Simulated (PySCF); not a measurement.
**MO anions for M along group 13**

r²SCAN with triple-zeta basis sets in PySCF, for the lowest determinant that a PBE0 search found; no spin–orbit coupling. De refers to high-spin ground-configuration atoms (the charge goes to the atom of lower measured ionisation energy or higher electron affinity, which is not always the lowest computed limit). A positive dipole points towards O; it is taken about the centre of mass and depends on that origin.

| M | basis | charged atom | state (unpaired electrons) | Re (Å) | ωe (cm⁻¹) | De (eV) | μ (D) |
| --- | --- | --- | --- | --- | --- | --- | --- |
| B | def2-TZVPPD | O− | singlet (closed shell) | 1.237 | 1725 | 9.48 | 2.42 |
| Al | def2-TZVPPD | O− | singlet (closed shell) | 1.642 | 968 | 6.32 | -1.07 |
| Ga | def2-TZVPPD | O− | singlet (closed shell) | 1.715 | 811 | 5.47 | -2.80 |
| In | def2-TZVPPD | O− | singlet (closed shell) | 1.921 | 682 | 4.42 | -3.96 |

The shortest bond is that of BO⁻ (1.237 Å), the longest that of InO⁻ (1.921 Å). BO⁻ is bound most strongly (9.48 eV) and InO⁻ least (4.42 eV).

Down a group the atoms grow and get heavier, so bonds lengthen and wavenumbers fall; this series shows no clear exception.

Spin–orbit coupling is left out, which matters for elements this heavy, above all for dissociation energies. For an ion De counts to the pair picked by the measured ionisation energies or electron affinities, which need not be the lowest pair at this level. The highest Kohn–Sham level is positive in some of these anions. Much of that is self-interaction error, but it also means that the finite basis helps to hold the extra electron.
